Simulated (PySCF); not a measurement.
C₆H₄Cl₃ (doublet state).
Geometry (GFN2-xTB, Å), atoms numbered from 1 in this order:
```
atom  x, y, z in Å
Cl1    1.6612   -2.2304    1.0347
C2     1.7076   -0.7647   -0.0031
Cl3    2.0787   -1.3030   -1.6760
Cl4    3.0235    0.2731    0.5539
C5     0.3997   -0.0992    0.0241
C6    -0.8384   -0.7735   -0.3951
C7    -1.8651    0.1126   -0.2464
C8    -1.3288    1.3217    0.2492
C9     0.0755    1.1715    0.4108
H10   -0.8801   -1.7851   -0.7493
H11   -2.9005   -0.0639   -0.4634
H12   -1.8832    2.2154    0.4705
H13    0.7455    1.9259    0.7724
```

The hyperfine couplings belong to this conformer and change with its torsions.

Identity: `ClC(Cl)(Cl)[C]1C=CC=C1` [radical].

The calculation used PySCF, UKS B3LYP, pcH-1 on C Cl H, non-relativistic, mean-field spin-orbit, GIAO. Geometry: GFN2-xTB; no solvent, vibrations or thermal averaging. The geometry wasn't refined by DFT: couplings that depend on bond lengths, twists or pyramidal angles can differ widely from those at the functional's own minimum. Stability of the SCF solution: not tested.

Question: Break the g tensor into its mass correction, gauge correction and orbital-Zeeman/spin–orbit terms.

Answer: 
| Δg (ppm) | 1 | 2 | 3 |
| --- | --- | --- | --- |
| relativistic mass correction | -155 | -155 | -155 |
| gauge correction | 1 | 30 | 34 |
| orbital Zeeman/spin–orbit | -3085 | -1787 | 270 |
| total | -3238 | -1911 | 149 |

So g = 1.99908, 2.00041, 2.00247 and g_iso = 2.00065; the tensor is rhombic: the two nearest values differ by 39 % of g3 − g1. Axes: g2 points within 7° of the C7–C8 bond and g3 points within 11° of the C2–C5 bond.

Question: Average each term over the three axes. Which is largest in size?

Answer: The orbital-Zeeman/spin–orbit term -1534, the mass correction -155 and the gauge correction 22 ppm, for a total of -1667 ppm. The orbital-Zeeman/spin–orbit term is the largest in size. The mass correction is the same along every axis, so the anisotropy comes from the other two: their spans along these axes are 32 (gauge) and 3355 ppm (orbital Zeeman/spin–orbit).

Question: What are the electron Larmor frequencies g μB B/h along the three axes at 330 mT?

Answer: 9.2333, 9.2394, 9.2489 GHz for g1, g2 and g3, a range of 15.6 MHz.

Question: In a frozen sample, at which fields do the three g values resonate at 9.5, 34, 94 and 263 GHz (hyperfine left aside), and which band first spreads them over more than twice a line width of 0.3 mT?

Answer: 
| band | GHz | B(g3) mT | B(g2) mT | B(g1) mT | spread mT |
| --- | --- | --- | --- | --- | --- |
| X | 9.5 | 338.96 | 339.31 | 339.53 | 0.57 |
| Q | 34.0 | 1213.11 | 1214.36 | 1215.17 | 2.06 |
| W | 94.0 | 3353.90 | 3357.36 | 3359.59 | 5.68 |
| J | 263.0 | 9383.80 | 9393.46 | 9399.69 | 15.90 |

The spread grows in proportion to the frequency. Q band is the first where it exceeds 0.6 mT.

The largest Mulliken spin populations are on C8 (+0.60), C6 (+0.40), C5 (+0.27) and C7 (-0.17). Three atoms exceed +0.15. The angles at C8 add up to 360.0°, so it is planar.

The HOMO–LUMO gaps are 5.84 eV among the α and 2.39 eV among the β orbitals.

Time: 2.0 min (with the writing of density and orbital grids); peak memory 1.2 GiB. Hardware: an Arm Neoverse V2 with one thread, shared host with 96 logical CPUs at a one-minute load of 46.

The SMILES draws the unpaired electron on C5; the largest computed Mulliken spin population is on C8 (0.60 against 0.27).
